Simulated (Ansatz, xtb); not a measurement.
## How methods differ on CH4As (SMILES C[AsH])

CH4As: 6 atoms, total charge 0, spin state doublet. As SMILES, `C[AsH]`. The shape is that of a PBE0-D4/def2-TZVP optimisation.

Each level gives the dipole moment (D). The values are calculated.

```
                              level            kind  program  value (D)   CPU time
                           GFN2-xTB  semi-empirical      xtb       1.46  under 2 s
                           GFN0-xTB  semi-empirical      xtb       1.25  under 2 s
                           GFN1-xTB  semi-empirical      xtb       1.10  under 2 s
                         UHF/STO-3G    Hartree–Fock   Ansatz       0.79      0.5 s
                          UHF/3-21G    Hartree–Fock   Ansatz       0.99     0.78 s
                       UHF/def2-SVP    Hartree–Fock   Ansatz       1.06      2.9 s
UB3LYP/6-31G* (spherical functions)   global hybrid   Ansatz       1.24        8 s
UB3LYP/6-31G* (Cartesian functions)   global hybrid   Ansatz       1.23      8.8 s
                      UPBE0/cc-pVDZ   global hybrid   Ansatz       1.06       11 s
                     UPBE0/def2-SVP   global hybrid   Ansatz       1.07       10 s
```

All-electron rows without a relativistic Hamiltonian named are non-relativistic. The values span 0.79 to 1.46 D. Magnitudes only: a small dipole may point the other way at some levels. Sets without polarisation functions give poor dipoles. Without the sets that lack polarisation functions the rows with a basis span only 1.06 to 1.24 D. Times are those of the runs behind each value, whatever else they computed, on shared processors of several kinds: orders of magnitude only.
